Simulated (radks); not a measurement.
Q: The oxygen ion O7+, 1s1. All-electron calculation, non-relativistic Kohn-Sham, LDA (Slater exchange, Perdew-Wang correlation), spin-polarised, spherical densities, point nucleus. Program: a radial shooting solver on a logarithmic mesh with Libxc functionals. Every spin shell is full or empty, so the densities are truly spherical. Functionals are evaluated on that one density, not self-consistently. Rank these exchange functionals by their error against the exact value of the orbitals, and give that value: LDA, B88, PBE, PBEsol, revPBE, RPBE, PW86, AM05, EV93, APBE, SCAN, r2SCAN, TASK, MVS.

A: Exact: -2.48309 hartree. From best to worst, with 100 (|E| - |E exact|)/|E exact| (equal figures are ties): TASK +0.02, r2SCAN +0.02, SCAN +0.02, MVS +0.02, PW86 -0.31, RPBE -0.37, APBE -0.52, revPBE -0.59, B88 -0.84, PBE -2.05, EV93 +3.75, PBEsol -6.30, AM05 -11.00, LDA -14.21.
